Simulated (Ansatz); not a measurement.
The same hydrogenolysis along the group C, Si, Ge.

Isolated molecules relaxed with PBE0-D4/def2-TZVP in Ansatz; ΔE leaves out vibrations. CCSD(T)/CBS adds triple-zeta CCSD(T) − MP2 to the extrapolated MP2 energy (def2 sets, frozen cores). This one scheme is used for every species. For Ge outer-core shells are correlated without core-valence functions, which leaves a few kJ/mol of doubt a bond. Scalar relativity is left out up to krypton. One conformer a species, not always the lowest.

Order these by ΔE at CCSD(T)/CBS, lowest first. (Best estimate.)
A. `[OH][GeH]([OH])[GeH3]` + H₂ → `[OH][GeH2][OH]` + GeH₄
B. `CC(O)O` + H₂ → `OCO` + CH₄
C. `O[SiH](O)[SiH3]` + H₂ → `O[SiH2]O` + SiH₄

B (-10.9 kcal/mol), C (-7.4 kcal/mol), A (+2.0 kcal/mol).

Largest T1 diagnostic: 0.013, for `O[SiH](O)[SiH3]`.
